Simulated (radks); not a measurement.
Initial-state core-level shifts of the bismuth ion Bi2+ when its valence configuration changes from [Hg] 6p1. Method: scalar-relativistic Kohn-Sham, SCAN, spin-unpolarised, spherical densities, finite nucleus; meta-GGA in the generalised Kohn-Sham scheme; Fermi nuclear charge, rms radius 5.5211 fm; computed with a radial shooting solver on a logarithmic mesh with Libxc functionals. Shifts are changes of the shell-averaged eigenvalues in eV (positive: less bound); the change of the density at the nucleus, which sets a Mossbauer isomer shift, is in e/bohr^3, on a base of 3.212e+06.

valence                          2s       3d       4s       5p  density at nucleus
[Xe] 4f14 5d10 6s1 6p2       -1.782   -1.793   -1.809   -1.832              -340.6
[Xe] 4f14 5d9 6s2 6p2        -7.103   -7.000   -6.822   -5.733              +111.6
[Xe] 4f13 5d10 6s2 6p2      -23.650  -25.710  -22.343   -9.656              +339.4
[Xe] 4f14 5d10 6s1.5 6p1.5   -0.896   -0.901   -0.907   -0.912              -166.5
[Xe] 4f14 5d8 6s2 6p3       -14.259  -14.034  -13.645  -11.332              +218.6
[Xe] 4f14 5d10 6p3           -3.527   -3.554   -3.591   -3.654              -701.1
[Xe] 4f14 5d8 6p5           -17.556  -17.362  -17.013  -14.819              -622.6
[Xe] 4f14 5d9.5 6s2 6p1.5    -3.539   -3.490   -3.406   -2.880               +54.1
[Xe] 4f13.5 5d10 6s2 6p1.5  -11.711  -12.734  -11.099   -4.813              +166.9
